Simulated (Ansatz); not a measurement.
SnH₅, that is [SnH5]- with one electron fewer. Total charge 0; doublet. Geometry PBE0-D4/def2-TZVPD; atoms count from 1.

```xyz
6

Sn   -0.104    0.161    0.550
H     0.517   -0.807   -2.752
H    -0.387    0.627    2.165
H    -1.314   -0.929    0.052
H    -0.132    1.539   -0.452
H     1.421   -0.592    0.437
```

In the def2 sets Sn takes a core potential; there is no spin–orbit coupling. In the doublet geometry the species has come apart into loosely held pieces.

**Question.** Estimate the Mulliken populations from the PBE0/def2-TZVPD orbitals of Ansatz.

**Answer.** 
```
atom  charge (e)  spin (α − β)
 Sn1        0.15          0.02
  H2        0.02          0.98
  H3       -0.04          0.00
  H4       -0.04          0.00
  H5       -0.04          0.00
  H6       -0.04          0.00
```
Mulliken values depend strongly on the basis. With diffuse functions, as here, like atoms can get unlike values, and bond orders can come out too low or too high.

**Question.** Where does the spin sit?

**Answer.** Summed by element: Sn 0.02, H 0.98, of 1 unpaired in all. Largest on single atoms: H2 0.98, Sn1 0.02, H3 0.00.
